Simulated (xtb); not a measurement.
B(CCH)2(H) (C4H3B), SMILES C#CBC#C. All values are semi-empirical tight-binding results from xtb (GFN2-xTB unless named), good for trends rather than for accurate numbers. Geometry optimised at GFN2-xTB.

```json
{
  "point_group_as_xtb_finds_it": "C2v",
  "orbital_gap": "3.27 eV",
  "dipole_moment": "0.46 D",
  "zero_point_energy": "30.6 kcal/mol",
  "G − E(el) at 298.15 K (modified RRHO)": "13.1 kcal/mol",
  "static polarisability (D4 model)": "52.2 bohr³",
  "solvation energy, GFN2-xTB/ALPB(water)": "-1.8 kcal/mol",
  "solvation energy, GFN2-xTB/ALPB(ether)": "-6.1 kcal/mol"
}
```

Q: Give the IR lines (harmonic; lines under 4 % of the strongest left out, lines within 3 cm⁻¹ merged). (An estimate is asked for; the answer gives what the named calculation found.)

A: ν (cm⁻¹): 639 (w), 649 (w), 660 (m), 733 (vs), 874 (w), 1173 (vs), 2187 (s), 2199 (w), 2620 (vs) (against the strongest line: vs over 80 %, s over 45 %, m over 15 %, w over 4 %, vw less)
